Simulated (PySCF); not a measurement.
## Nuclear quadrupole coupling in `C#CCP(CC)C(=O)OC`

Species: C₇H₁₁O₂P.
Geometry (GFN2-xTB, Å), atoms numbered from 1 in this order:
```xyz
21
C7H11O2P angstrom
C     -3.7085    1.1452    0.4058
C     -2.5418    1.3444    0.5888
C     -1.1320    1.5555    0.7942
P     -0.1384    1.0989   -0.7280
C     -0.7542   -0.6258   -1.0772
C     -0.8750   -1.5573    0.1222
C      1.4021    0.6185    0.1796
O      1.6786    0.8969    1.3164
O      2.1918   -0.0381   -0.6659
C      3.4706   -0.4391   -0.1853
H     -4.7341    0.9819    0.2611
H     -0.7686    0.9799    1.6513
H     -0.9419    2.6165    0.9866
H     -1.7285   -0.5034   -1.5584
H     -0.0659   -1.0400   -1.8190
H      0.0696   -1.6386    0.6574
H     -1.6384   -1.2049    0.8118
H     -1.1606   -2.5522   -0.2163
H      4.1402    0.4223   -0.1476
H      3.3798   -0.8625    0.8169
H      3.8464   -1.1813   -0.8853
```

Field gradients from the PBE0/pcSseg-1 density (PySCF, non-relativistic), principal values in atomic units, ordered |Vxx| ≤ |Vyy| ≤ |Vzz|:

```tsv
atom	Vxx	Vyy	Vzz
O8	0.6076	0.8922	-1.4999
O9	-0.5428	-1.1852	1.7280
```

Question: Find the asymmetry η = (Vxx − Vyy)/Vzz and the couplings χ = eQV/h (234.96 MHz × Q in barn × V in au), with Q(17O) = −0.0256 b.

Answer: 
| atom | environment | nucleus | η | χzz (MHz) | χxx (MHz) | χyy (MHz) |
| --- | --- | --- | --- | --- | --- | --- |
| O8 | carbonyl oxygen | 17O | 0.19 | 9.02 | -3.66 | -5.37 |
| O9 | oxygen singly bound to a carbonyl carbon | 17O | 0.37 | -10.39 | 3.26 | 7.13 |

Question: What is Vzz at O8 in SI units (1 au = 9.71736 × 10²¹ V/m²)?

Answer: -1.4999 au = -14.575 × 10²¹ V/m².

Question: What couplings would deuterons (Q(2H) = 0.00286 b) have in place of the hydrogens, at this geometry?

Answer: 
```json
{"atom": "H11", "bonded to": "C1", "bond length (Å)": "1.049", "Vzz (au)": "0.3985", "η": "0.00", "χzz (kHz)": "268"}
{"atom": "H12", "bonded to": "C3", "bond length (Å)": "1.095", "Vzz (au)": "0.2951", "η": "0.01", "χzz (kHz)": "198"}
{"atom": "H13", "bonded to": "C3", "bond length (Å)": "1.095", "Vzz (au)": "0.2989", "η": "0.03", "χzz (kHz)": "201"}
{"atom": "H14", "bonded to": "C5", "bond length (Å)": "1.093", "Vzz (au)": "0.3016", "η": "0.04", "χzz (kHz)": "203"}
{"atom": "H15", "bonded to": "C5", "bond length (Å)": "1.093", "Vzz (au)": "0.3022", "η": "0.04", "χzz (kHz)": "203"}
{"atom": "H16", "bonded to": "C6", "bond length (Å)": "1.089", "Vzz (au)": "0.3121", "η": "0.04", "χzz (kHz)": "210"}
{"atom": "H17", "bonded to": "C6", "bond length (Å)": "1.087", "Vzz (au)": "0.3105", "η": "0.02", "χzz (kHz)": "209"}
{"atom": "H18", "bonded to": "C6", "bond length (Å)": "1.089", "Vzz (au)": "0.3136", "η": "0.02", "χzz (kHz)": "211"}
{"atom": "H19", "bonded to": "C10", "bond length (Å)": "1.092", "Vzz (au)": "0.2971", "η": "0.09", "χzz (kHz)": "200"}
{"atom": "H20", "bonded to": "C10", "bond length (Å)": "1.092", "Vzz (au)": "0.2939", "η": "0.10", "χzz (kHz)": "197"}
{"atom": "H21", "bonded to": "C10", "bond length (Å)": "1.087", "Vzz (au)": "0.3059", "η": "0.08", "χzz (kHz)": "206"}
```

The structure is a single GFN2-xTB conformer in the gas phase; no vibrational or solvent corrections. GFN2-xTB bond lengths can be off by several hundredths of an ångström, more for odd bonds, and the gradients follow them. The small basis limits the accuracy of the gradients.
